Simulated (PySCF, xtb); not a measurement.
C2, SMILES [C]=[C] (connectivity only; charge and spin as stated), neutral, multiplicity 1.

Harmonic wavenumbers (cm⁻¹) from GFN2-xTB in xtb at its own minimum, in rising order: 2381.

Question: What does PBE0-D3(BJ)/def2-TZVPD run with PySCF 2.14.0 give at its own minimum? (Estimate from the structure and the level; the computed values follow.)

Answer: 1901. Paired by order, the mean absolute difference is 480 cm⁻¹ and the zero-point energies are 3.4 and 2.7 kcal/mol.
